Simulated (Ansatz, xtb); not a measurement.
# Relative energy of two isomers of C4H10BFSi

Structure a is `C=CC[SiH2]CBF`, a singlet and structure b is `FB[SiH2]C1CCC1`, a singlet. Both are isolated molecules in the gas phase, relaxed with B3LYP/def2-SVP, each in the lowest conformer that the search found.

Task: Estimate E(b) − E(a) at the level CCSD(T)/def2-SVP + ΔMP2/def2-TZVPP.

Result: Calculated at CCSD(T)/def2-SVP + ΔMP2/def2-TZVPP: E(b) − E(a) = +120.4 kJ/mol, so structure a lies lower.

Level by level:

```json
{"level": "B3LYP/def2-SVP", "geometry": "B3LYP/def2-SVP", "E(b) − E(a) (kJ/mol)": "+119.2", "departure from the last row (kJ/mol)": "−1.2", "job, with rough time for the two": "optimisation, 2.4 min"}
{"level": "HF/def2-SVP", "geometry": "B3LYP/def2-SVP", "E(b) − E(a) (kJ/mol)": "+131.2", "departure from the last row (kJ/mol)": "+10.8", "job, with rough time for the two": "part of the CCSD(T) run"}
{"level": "MP2/def2-SVP", "geometry": "B3LYP/def2-SVP", "E(b) − E(a) (kJ/mol)": "+110.5", "departure from the last row (kJ/mol)": "−9.8", "job, with rough time for the two": "part of the CCSD(T) run"}
{"level": "CCSD(T)/def2-SVP", "geometry": "B3LYP/def2-SVP", "E(b) − E(a) (kJ/mol)": "+109.9", "departure from the last row (kJ/mol)": "−10.5", "job, with rough time for the two": "single point"}
{"level": "CCSD(T)/def2-SVP + ΔMP2/def2-TZVPP", "geometry": "B3LYP/def2-SVP", "E(b) − E(a) (kJ/mol)": "+120.4", "departure from the last row (kJ/mol)": "", "job, with rough time for the two": "single point, 1.9 min"}
```

As drawn, b has 1 B–Si, 3 C–C in place of 1 C=C, 1 C–Si, 1 C–B. Structure a has no ring, b a 4-membered ring.

The levels shown agree on the order. The largest departure from CCSD(T)/def2-SVP + ΔMP2/def2-TZVPP is that of HF/def2-SVP, 10.8 kJ/mol. Levels run at GFN2-xTB geometries aren't shown. The last row adds to CCSD(T) the change of the MP2 difference between the two basis sets, here +10.5 kJ/mol.

With thermal terms from frequencies at re-optimised GFN2-xTB minima (ideal gas, soft modes damped towards free rotors, one conformer each, 298.15 K, 1 atm): the zero-point term adds +10.2 kJ/mol; ΔH is +127.4 and ΔG +135.4 kJ/mol.

The correlated steps freeze 11 core orbitals. Codes used: Ansatz 0.2.0, xtb 6.7.1; the last row on 4 threads of Arm Neoverse V1 on a shared host.
